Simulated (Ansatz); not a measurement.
Consider the atomization: `[OH][Al]([F])[CH2]CF` → Al• + 2 C• + 2 F• + 5 H• + O•.

Calculated with Ansatz (gas phase, PBE0-D4/def2-TZVP geometries, no zero-point term in ΔE). CBS: MP2 limit from def2 TZ/QZ plus the TZ coupled-cluster correction, frozen cores. This one scheme is used for every species, atoms too. Functionals use def2-TZVPP. HSE06 is defined as in plane-wave codes. No spin–orbit coupling; open shells (•) take unrestricted orbitals. Spin–orbit coupling would lower the free atoms: a little for Al, C, F, O. Each species was taken in one conformer, which may not be the lowest.

```json
{"level": "PBE-D4", "ΔE (kJ/mol)": "4448.3", "difference from CCSD(T)/CBS": "64.4"}
{"level": "r2SCAN-D4", "ΔE (kJ/mol)": "4382.0", "difference from CCSD(T)/CBS": "-1.9"}
{"level": "B97M-V", "ΔE (kJ/mol)": "4366.0", "difference from CCSD(T)/CBS": "-17.9"}
{"level": "PBE0-D4", "ΔE (kJ/mol)": "4348.7", "difference from CCSD(T)/CBS": "-35.2"}
{"level": "r2SCAN0-D4", "ΔE (kJ/mol)": "4293.2", "difference from CCSD(T)/CBS": "-90.7"}
{"level": "HSE06-D4", "ΔE (kJ/mol)": "4351.6", "difference from CCSD(T)/CBS": "-32.3"}
{"level": "B2PLYP", "ΔE (kJ/mol)": "4325.6", "difference from CCSD(T)/CBS": "-58.3"}
{"level": "PBE-QIDH", "ΔE (kJ/mol)": "4332.5", "difference from CCSD(T)/CBS": "-51.4"}
{"level": "PBE", "ΔE (kJ/mol)": "4429.7", "difference from CCSD(T)/CBS": "45.8"}
{"level": "r2SCANh", "ΔE (kJ/mol)": "4340.6", "difference from CCSD(T)/CBS": "-43.3"}
{"level": "CAM-B3LYP", "ΔE (kJ/mol)": "4371.4", "difference from CCSD(T)/CBS": "-12.5"}
{"level": "MP2/def2-SVP", "ΔE (kJ/mol)": "4232.8", "difference from CCSD(T)/CBS": "-151.1"}
{"level": "MP2/def2-TZVPP", "ΔE (kJ/mol)": "4388.7", "difference from CCSD(T)/CBS": "4.8"}
{"level": "CCSD(T)/def2-TZVPP", "ΔE (kJ/mol)": "4265.2", "difference from CCSD(T)/CBS": "-118.7"}
{"level": "HF/def2-QZVPP", "ΔE (kJ/mol)": "3205.8", "difference from CCSD(T)/CBS": "-1178.1"}
{"level": "MP2/CBS(def2)", "ΔE (kJ/mol)": "4507.4", "difference from CCSD(T)/CBS": "123.5"}
{"level": "CCSD(T)/CBS", "ΔE (kJ/mol)": "4383.9", "difference from CCSD(T)/CBS": "0"}
```

Largest T1 diagnostic among the species: 0.018.

At CCSD(T), def2-SVP lies −254.2 kJ/mol from the extrapolated value and def2-TZVPP −118.7 kJ/mol: correlation converges slowly with the basis, and small sets miss more of it in the bonded molecule than in its fragments. From PBE to PBE0 (25 % exact exchange), in def2-TZVPP and without D4, ΔE moves by −96.7 kJ/mol: exact exchange takes away binding that semilocal exchange gives to molecules. Leaving LDA and LC-ωPBE aside and taking each functional with its dispersion term where it has one, the values, not all of them listed here, spread over 247.7 kJ/mol, from BHLYP-D4 to PBE-D4. LDA lies +582.0 kJ/mol from PBE without D4, its usual overbinding.

For atomizations the MP2-based limit and the directly extrapolated one differ by several kJ/mol either way, and by 10 to 25 for some Ge, Se and Sn compounds, so smaller differences from it don't rank the levels.
